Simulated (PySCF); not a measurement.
Mo(S)2(SH)2 (H2MoS4), SMILES [S]=[Mo](=[S])([SH])[SH], multiplicity 1.

Geometry: B3LYP-D3(BJ)/def2-SVP. The spin state was assumed, not searched. The structure was generated by enumeration; whether it is a known compound was not checked. The def2 effective core potentials stand for the cores of Mo; spin–orbit coupling is left out. Other conformers were not sampled.

Level of theory: TDDFT-PBE/def2-SVPD in PySCF.

Vertical excitations. Gas-phase values at a fixed geometry. State labels are in the subgroup C2.

Computed excitation energies, oscillator strengths and character:
```tsv
state	symmetry	energy (eV)	λ (nm)	f	main pairs
S1	B	2.28	544	0.000	HOMO→LUMO 99 %
S2	B	2.57	482	0.003	HOMO−1→LUMO 65 %, HOMO−1→LUMO+1 25 %
S3	B	2.69	462	0.011	HOMO→LUMO+1 55 %, HOMO−1→LUMO 21 %, HOMO−1→LUMO+1 14 %
S4	B	2.90	427	0.032	HOMO−1→LUMO+1 55 %, HOMO→LUMO+1 27 %
S5	A	3.15	394	0.000	HOMO−2→LUMO 95 %
S6	A	3.32	374	0.000	HOMO→LUMO+2 97 %
S7	A	3.47	358	0.002	HOMO−2→LUMO+1 57 %, HOMO−1→LUMO+2 31 %
S8	A	3.53	351	0.002	HOMO−1→LUMO+2 55 %, HOMO→LUMO+3 28 %, HOMO−2→LUMO+1 10 %
S9	B	3.54	350	0.010	HOMO−3→LUMO 80 %
S10	B	3.69	336	0.006	HOMO−3→LUMO+1 70 %, HOMO→LUMO+4 24 %
T1	B	2.06	600	0	HOMO→LUMO 93 %
T2	B	2.18	569	0	HOMO−1→LUMO 91 %
T3	B	2.19	566	0	HOMO→LUMO+1 97 %
T4	B	2.47	502	0	HOMO−1→LUMO+1 97 %
```
Triplets are in the Tamm–Dancoff approximation, which puts them higher than full response would, so one can lie above its singlet here.
